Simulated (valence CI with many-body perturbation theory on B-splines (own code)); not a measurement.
## Which ion has this spectrum?

A relativistic CI+MBPT calculation for an atom or ion with 13 electrons gives these levels (eV):

| J | Parity | E | g |
| --- | --- | --- | --- |
| 1/2 | odd | 0.00 | 0.65 |
| 1/2 | even | 135.98 | 2.17 |
| 3/2 | odd | 196.78 | 1.32 |
| 3/2 | even | 308.19 | 1.64 |
| 5/2 | even | 323.15 | 1.35 |
| 3/2 | even | 342.00 | 0.96 |
| 1/2 | even | 350.53 | 1.23 |
| 3/2 | even | 394.20 | 0.83 |
| 5/2 | even | 431.57 | 1.21 |
| 3/2 | odd | 477.19 | 1.18 |
| 3/2 | odd | 490.89 | 0.60 |
| 5/2 | odd | 501.83 | 1.03 |
| 5/2 | even | 517.19 | 1.41 |
| 1/2 | odd | 523.97 | 0.38 |

The energies are calculated, and their last digits are not significant.

Question: Which is it?
A. Er55+
B. Tb52+
C. Dy53+
D. Sm49+

Answer: B. Tb52+, ground level (3s^2 3p1/2) J=1/2.
